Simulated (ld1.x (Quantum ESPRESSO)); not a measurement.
# Transferability test, TM potential for rhodium (Rh)

* Element: rhodium (Rh)
* Generator: ld1.x (Quantum ESPRESSO) 7.5
* Type: norm-conserving Troullier–Martins (Kleinman–Bylander form)
* Functional: PBEsol
* Relativity: scalar-relativistic
* Frozen core: [Ar] 3d10
* Valence charge: 17
* Reference configuration: 4s2 4p6 4d8 5s1 5p0
* Partial waves: 4p (bound): rc 1.65 bohr; 4d (bound): rc 1.45 bohr; 4s (bound): rc 1.75 bohr
* Local potential: the s channel
* Core correction: a·sin(br)/r model core, default radius (core density twice the valence density)

Occupied shells without a wave of their own: 5s. They enter only through the test configuration that unscreens the potential, and ld1.x also counts them in the model core charge.

Energies are relative to the spin-unpolarised reference configuration 4s2 4p6 4d8 5s1 5p0; without spin polarisation the order of configurations can differ from experiment.

ld1.x takes every shell without a wave as core, so the model core holds the 5s electrons as well and exchange and correlation see them twice. This cancels in the reference configuration, but the file is broken for other ones, and its errors say nothing about a proper core correction.

| valence configuration | charge | ΔE all-electron (eV) | error AE − PS (meV) |
| --- | --- | --- | --- |
| 4s2 4p6 4d8 5s0 5p0 | +1 | 7.462 | -3584 |
| 4s2 4p6 4d7 5s0 5p0 | +2 | 26.971 | -5462 |
| 4s2 4p6 4d6 5s0 5p0 | +3 | 59.464 | -7541 |
| 4s2 4p6 4d9 5s0 5p0 | 0 | -0.913 | -2107 |
| 4s2 4p6 4d8 5s0 5p1 | 0 | 3.665 | -2525 |
| 4s2 4p6 4d7 5s1 5p1 | 0 | 6.648 | +356 |
| 4s2 4p5 4d8 5s1 5p0 | +1 | 56.595 | -391 |

Levels in the configuration 4s2 4p6 4d6 5s0 5p0:

```
level  all-electron (eV)  pseudo (eV)
   4s           -118.438     -120.774
   4p            -86.006      -88.237
   4d            -39.494      -41.625
```

These tests converged, but a pseudo level misses the all-electron one widely, so the file describes the atom poorly there or has found another state: 4s2 4p6 4d8 5s0 5p0: empty 5s by 3.2 eV; 4s2 4p6 4d7 5s0 5p0: 4d by 2.0 eV; 4s2 4p6 4d6 5s0 5p0: empty 5s by 7.7 eV (a node warning on the way); 4s2 4p6 4d9 5s0 5p0: 4d by 1.2 eV; 4s2 4p6 4d7 5s1 5p1: 5s by 3.0 eV; 4s2 4p5 4d8 5s1 5p0: 5s by 4.3 eV.

A Bessel basis up to 400 Ry misses an occupied level by 0.02 Ry, so cutoffs and ghosts were not judged. The potential misses its own reference levels by up to 2.7 eV, so it is not fit for use.
